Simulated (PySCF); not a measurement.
**A survey of ¹⁷O NMR shifts**

Computed data (PySCF): geometry: GFN2-xTB, NMR shieldings at PBE0/pcSseg-1/GIAO. One conformer, non-relativistic Hamiltonian, gas phase, fast rotation and ring inversion assumed for equivalent nuclei.

Shieldings were converted by a linear fit to measured shifts: ¹⁷O (scatter 10.7 ppm rms, 12.2 ppm with the 3 outliers that the fit left out vs liquid water, solution or neat liquid). Occasional misses reach two or three times the rms, and more in compound classes unlike the fitted ones.

Give the ¹⁷O shifts of `CO[C@@H]1CO[Si@H](CCl)O1`, `CC(=O)O[C@H](CCl)O[SiH3]`, `CO[C@@H]1[C@H](Cl)[C@@H]1O[SiH2]O`, `O=S(=O)(O)C([SiH3])=C=S`.

Results:


```
                                                        compound                                       environment  δ (ppm)
  [CH3:1][O:2][C@@H:3]1[CH2:4][O:5][Si@H:6]([CH2:7][Cl:8])[O:9]1  O9: oxygen bonded to C, Si, in a 5-membered ring     42.4
  [CH3:1][O:2][C@@H:3]1[CH2:4][O:5][Si@H:6]([CH2:7][Cl:8])[O:9]1                                  O2: ether oxygen     36.7
  [CH3:1][O:2][C@@H:3]1[CH2:4][O:5][Si@H:6]([CH2:7][Cl:8])[O:9]1  O5: oxygen bonded to C, Si, in a 5-membered ring     -1.8
    [CH3:1][C:2](=[O:3])[O:4][C@H:5]([CH2:6][Cl:7])[O:8][SiH3:9]                         O3: ester carbonyl oxygen    376.6
    [CH3:1][C:2](=[O:3])[O:4][C@H:5]([CH2:6][Cl:7])[O:8][SiH3:9]                           O4: ester alkoxy oxygen    196.5
    [CH3:1][C:2](=[O:3])[O:4][C@H:5]([CH2:6][Cl:7])[O:8][SiH3:9]                        O8: oxygen bonded to C, Si     18.0
[CH3:1][O:2][C@@H:3]1[C@H:4]([Cl:5])[C@@H:6]1[O:7][SiH2:8][OH:9]                        O9: oxygen bonded to Si, H      5.1
[CH3:1][O:2][C@@H:3]1[C@H:4]([Cl:5])[C@@H:6]1[O:7][SiH2:8][OH:9]                        O7: oxygen bonded to C, Si      2.8
[CH3:1][O:2][C@@H:3]1[C@H:4]([Cl:5])[C@@H:6]1[O:7][SiH2:8][OH:9]                                  O2: ether oxygen    -22.5
          [O:1]=[S:2](=[O:3])([OH:4])[C:5]([SiH3:6])=[C:7]=[S:8]                             O1/3: S=O oxygen (×2)    201.0
          [O:1]=[S:2](=[O:3])([OH:4])[C:5]([SiH3:6])=[C:7]=[S:8]                         O4: oxygen bonded to S, H    173.3
```
